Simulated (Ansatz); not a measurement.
Two members of one family (Series SiMe2X2), computed with Ansatz in the gas phase. The two geometries come from different levels. Binding counts from free atoms in the multiplicity of their measured ground term, without zero-point energy. A dash marks a value that wasn't run or was left out as unsound. The structures are stationary points that may keep the symmetry of their start. Remarks come from the PBE and PBE0 runs and from stability tests at other levels; not every state was tested. HOMO above LUMO (over both spins in singlets and doublets, within one spin in higher multiplets; at PBE or PBE0), or a gap under 0.15 eV within one spin, warns that the state may not be the lowest or that an electron is smeared out.

First: Si(NCO)2Me2 (singlet, charge 0, PBE-D4/def2-SVP geometry).

Cartesian coordinates in Å:
```
Si -0.0817 -0.0602 0.0224
N 0.4522 1.3299 0.9155
C 0.9233 2.3016 1.4602
O 1.3702 3.2526 2.0041
N 1.0032 -0.2639 -1.3174
C 1.8136 -0.2999 -2.2139
O 2.5986 -0.3506 -3.0967
C -1.7997 0.2726 -0.6377
H -2.1581 -0.5854 -1.2416
H -1.8036 1.1761 -1.2801
H -2.5134 0.4348 0.1952
C 0.0312 -1.5654 1.1251
H -0.6279 -1.4530 2.0096
H 1.0697 -1.7122 1.4816
H -0.2776 -2.4770 0.5738
```

| level | HOMO (eV) | LUMO (eV) | gap (eV) | vertical IE (eV) | vertical triplet (eV) | binding per atom (eV) |
| --- | --- | --- | --- | --- | --- | --- |
| PBE-D4/def2-TZVP | -7.07 | -0.76 | 6.30 | 9.55 | 6.15 | 4.89 |
| revPBE-D4/def2-TZVP | -7.00 | -0.65 | 6.35 | 9.54 | – | 4.75 |
| r2SCAN-D4/def2-TZVP | -7.37 | -0.46 | 6.91 | – | 6.34 | 4.73 |
| B3LYP-D4/6-31G | -7.95 | 0.24 | 8.19 | – | – | 4.37 |
| PBE0-D4/def2-TZVP | -8.41 | 0.23 | 8.64 | 10.11 | 6.45 | 4.73 |

Remarks: gap within one spin near zero at PBE or PBE0 (triplet).

Second: Si(OAc)2Me2 (singlet, charge 0, r2SCAN-D4/def2-SVP geometry).

Cartesian coordinates in Å:
```
Si 0.326 -0.816 0.725
O 0.086 0.820 1.150
C 0.476 1.839 0.355
C -0.070 3.155 0.825
O 1.159 1.673 -0.630
H 0.370 3.976 0.247
H 0.115 3.287 1.900
H -1.163 3.141 0.683
O 0.011 -1.064 -0.934
C -1.022 -0.473 -1.571
C -0.934 -0.644 -3.058
O -1.885 0.140 -0.985
H -1.849 -0.279 -3.538
H -0.747 -1.697 -3.314
H -0.067 -0.066 -3.418
C -0.891 -1.754 1.758
H -0.843 -2.834 1.548
H -1.909 -1.399 1.535
H -0.700 -1.602 2.832
C 2.105 -1.281 0.942
H 2.273 -2.336 0.672
H 2.431 -1.137 1.984
H 2.729 -0.652 0.290
```

Problem. What does the change do? Estimate second minus first.

Solution. 
```tsv
level	Δ HOMO (eV)	Δ LUMO (eV)	Δ gap (eV)	Δ vertical IE (eV)	Δ vertical triplet (eV)	Δ binding per atom (eV)
PBE-D4/def2-TZVP	0.89	-0.29	-1.18	-0.66	-1.08	-0.33
revPBE-D4/def2-TZVP	0.90	-0.30	-1.20	–	–	-0.31
r2SCAN-D4/def2-TZVP	0.84	-0.33	-1.17	–	-1.29	-0.26
B3LYP-D4/6-31G	0.48	-0.38	-0.85	–	–	-0.17
PBE0-D4/def2-TZVP	0.56	-0.16	-0.72	-0.51	-1.32	-0.27
```

Remarks: gap within one spin near zero at PBE or PBE0 (+1 doublet), gap within one spin near zero at PBE or PBE0 (triplet).
